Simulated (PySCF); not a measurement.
A PySCF script (with the pyscf-properties extension) for the NMR shieldings of `FCO[C@H]1C=C(F)[SiH2]O1`, C4H6F2O2Si, on a GFN2-xTB geometry:

```python
import basis_set_exchange as bse
import numpy as np
from pyscf import gto, dft
from pyscf.prop import nmr

atoms = """
F     3.155215    0.532775    0.357700
C     2.381290   -0.444294   -0.224531
O     1.242567    0.095714   -0.768251
C     0.280692    0.508775    0.176944
C    -0.825237    1.200092   -0.560852
C    -1.990116    0.572511   -0.471843
F    -3.105791    1.021545   -1.066623
Si   -1.796334   -0.974330    0.602535
O    -0.220934   -0.595475    0.873845
H     2.966329   -0.874453   -1.043404
H     2.169074   -1.181172    0.563493
H     0.755009    1.179006    0.912689
H    -0.602311    2.095719   -1.112606
H    -2.492315   -0.906819    1.878812
H    -1.921552   -2.221607   -0.139820
"""
names = dict.fromkeys(["F", "C", "O", "Si", "H"], "pcSseg-1")
basis = {el: gto.basis.parse(bse.get_basis(n, elements=[el], fmt="nwchem")) for el, n in names.items()}
mol = gto.M(atom=atoms, basis=basis, charge=0, verbose=0)
mf = dft.RKS(mol, xc="PBE0")
mf.grids.level = 2
mf.grids.alignment = dft.numint.BLKSIZE   # the property module wants whole blocks of grid points
mf.conv_tol = 1e-9
mf.kernel()

calc = nmr.RKS(mf)   # GIAO
C = mf.mo_coeff
Co = C[:, mf.mo_occ > 0]
resp = mf.gen_response(singlet=True, hermi=2)
def vind(x):   # induced exchange potential for any number of trial vectors
    d = np.einsum("pi,xij,qj->xpq", C, 2 * x.reshape(-1, C.shape[1], Co.shape[1]), Co, optimize=True)
    return np.einsum("xpq,pi,qj->xij", resp(d - d.transpose(0, 2, 1)), C, Co, optimize=True).ravel()
mo1, _ = nmr.rhf.solve_mo1(calc, with_cphf=vind)
sigma = calc.kernel(mo1)
for i, s in enumerate(sigma):   # ppm
    w = np.linalg.eigvalsh((s + s.T) / 2)
    print("%2d %-2s iso %8.1f  s11 %8.1f  s22 %8.1f  s33 %8.1f" % (i, mol.atom_pure_symbol(i), w.mean(), *w))
```

Problem. What does it print?

Solution. 
```
 0 F  iso    359.8  s11    248.2  s22    378.9  s33    452.3
 1 C  iso     84.8  s11     57.0  s22     80.4  s33    116.8
 2 O  iso    188.1  s11    148.2  s22    161.6  s33    254.4
 3 C  iso     86.2  s11     60.6  s22     89.6  s33    108.4
 4 C  iso     54.0  s11    -56.9  s22     76.3  s33    142.6
 5 C  iso      6.9  s11    -85.1  s22     48.2  s33     57.6
 6 F  iso    301.6  s11    179.1  s22    256.3  s33    469.5
 7 Si iso    372.0  s11    324.7  s22    356.3  s33    434.9
 8 O  iso    283.2  s11    219.2  s22    301.6  s33    328.7
 9 H  iso     26.1  s11     21.3  s22     26.3  s33     30.7
10 H  iso     25.6  s11     21.0  s22     27.6  s33     28.3
11 H  iso     25.3  s11     21.5  s22     25.3  s33     29.0
12 H  iso     25.3  s11     23.3  s22     24.8  s33     27.8
13 H  iso     26.5  s11     23.1  s22     24.2  s33     32.1
14 H  iso     26.3  s11     23.0  s22     24.3  s33     31.7
```

These numbers come from an equivalent density-fitted implementation of the same equations, which agrees with the script to about 0.01 ppm for H and up to a few tenths of a ppm for heavy atoms, so last digits may differ.

Problem. Turn these shieldings into chemical shifts. Referencing at the same level of theory: CFCl3 for ¹⁹F (170.95 ppm); ¹³C (186.93 ppm), ²⁹Si (349.16 ppm), ¹H (31.72 ppm) vs TMS; ¹⁷O (336.08 ppm) against H2O.

Solution. Averaging equivalent atoms: F 6: -130.7; F 0: -188.9; C 5: 180.0; C 4: 132.9; C 1: 102.2; C 3: 100.7; O 2: 148.0; O 8: 52.9; Si 7: -22.8; H 12: 6.45; H 11: 6.41; H 10: 6.12; H 9: 5.63; H 14: 5.40; H 13: 5.24 ppm. Unscaled 19F shifts against computed CFCl3 carry errors that often reach 10 to 50 ppm. Experimental scales use liquid or dissolved standards, which lie at an offset from isolated H2O (liquid H2O: subtract about 36 ppm).

Size and cost of the density-fitted run: 190 basis functions, 40 s wall time on 1 thread of an Arm Neoverse V1, shared host; peak memory 0.83 GiB.
